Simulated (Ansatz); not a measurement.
`[Cl][In]([Cl])[I]` + H₂S → `[SH][In]([Cl])[Cl]` + HI at 400 K and 1 bar (ligand exchange at the In–I bond).

Isolated molecules relaxed with PBE0-D4/def2-TZVP in Ansatz; ΔE leaves out vibrations. CBS: MP2 limit from def2 TZ/QZ plus the TZ coupled-cluster correction, frozen cores. This one scheme is used for every species. Elements past krypton have def2 core potentials. For I, In outer-core shells are correlated without core-valence functions, which leaves a few kJ/mol of doubt a bond. One conformer a species, not always the lowest.

```json
{"species": "`[Cl][In]([Cl])[I]`", "CCSD(T)/CBS energy (Eh)": "-1406.96832", "H − E (kJ/mol)": "34.5", "S (J/(mol·K))": "392.7"}
{"species": "H₂S", "CCSD(T)/CBS energy (Eh)": "-398.97279", "H − E (kJ/mol)": "53.4", "S (J/(mol·K))": "215.9"}
{"species": "`[SH][In]([Cl])[Cl]`", "CCSD(T)/CBS energy (Eh)": "-1507.88474", "H − E (kJ/mol)": "59.4", "S (J/(mol·K))": "392.7"}
{"species": "HI", "CCSD(T)/CBS energy (Eh)": "-298.03592", "H − E (kJ/mol)": "25.7", "S (J/(mol·K))": "215.0"}
```

H − E and S are ideal-gas, rigid-rotor, harmonic terms from PBE0-D4/def2-TZVP, for one conformer and one mirror image of each species. 1 Eh = 2625.50 kJ/mol, R = 8.31446 J/(mol·K).

By hand: ΔE, ΔH, ΔS and ΔG.

ΔE = (-1507.88474) + (-298.03592) − (-1406.96832) − (-398.97279) = 0.02045 Eh = 53.7 kJ/mol. Δ(H − E) = 59.4 + 25.7 − 34.5 − 53.4 = -2.8, so ΔH = 50.9 kJ/mol. ΔS = 392.7 + 215.0 − 392.7 − 215.9 = -0.9 J/(mol·K). ΔG = 50.9 − 400 × (-0.9)/1000 = 51.3 kJ/mol.

By hand: the equilibrium constant, and the temperature at which ΔG would vanish if ΔH and ΔS stayed fixed.

log₁₀ K = −ΔG/(RT ln 10) = -6.7. ΔH and −TΔS have one sign here, so there is no such temperature. One of them is within its doubt of zero, so this could turn.

The number of gas molecules stays the same, so ΔS is small and ΔH decides. A doubt of 5 kJ/mol in ΔE shifts log₁₀ K by 0.7 here. Other conformers and mirror images would add mixing entropy, several J/(mol·K) or more a flexible species. These are equilibria of isolated gas molecules and say nothing of rates. Largest T1 diagnostic: 0.013 (customary marks: 0.02 for closed shells, 0.045 for open ones).
